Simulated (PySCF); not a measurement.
AlFHI, SMILES [F][AlH][I]. The structure is a stationary point at B3LYP-D3(BJ)/def2-TZVP. The def2 effective core potentials stand for the cores of I; spin–orbit coupling is left out.

Question: Give the equilibrium geometry at B3LYP-D3(BJ)/def2-TZVP (PySCF confirms it by a frequency run) as bond lengths and angles, and its point group. (The exact figures need the calculation; the answer reports its results.)

Answer: point group Cs.
Atoms: Al1 F2 H3 I4. Bond lengths (Å): Al1–F2 1.648, Al1–H3 1.559, Al1–I4 2.464. Bond angles (°): F2–Al1–H3 119.2, F2–Al1–I4 117.6, H3–Al1–I4 123.2.
Charge 0, spin multiplicity 1.
